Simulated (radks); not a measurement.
Values are calculated unless marked as measured or tabulated.
Cs3+, configuration [Kr] 4d10 5s2 5p4. Code: a radial shooting solver on a logarithmic mesh with Libxc functionals. Model: Dirac Kohn-Sham, LDA (Slater exchange, Perdew-Wang correlation), spin-unpolarised, spherical densities, point nucleus; open shells fill j = l - 1/2 first.

Spin-orbit splittings of the eigenvalues, e(l+1/2) - e(l-1/2), with zeta = 2 splitting/(2l+1) and mean radii in bohr:

| shell | occ. | splitting (eV) | zeta (eV) | <r> j=l-1/2 | <r> j=l+1/2 |
|---|---|---|---|---|---|
| 2p | 6 | 351.8 | 234.5 | 0.09407 | 0.09996 |
| 3p | 6 | 67.39 | 44.93 | 0.2890 | 0.3008 |
| 3d | 10 | 14.33 | 5.730 | 0.2715 | 0.2752 |
| 4p | 6 | 13.89 | 9.261 | 0.7202 | 0.7480 |
| 4d | 10 | 2.310 | 0.9241 | 0.8286 | 0.8389 |
| 5p | 4 | ? | ? | 1.867 | 1.937 |

Estimate the 5p splitting.

Answer. 2.030 eV (zeta = 1.353 eV).
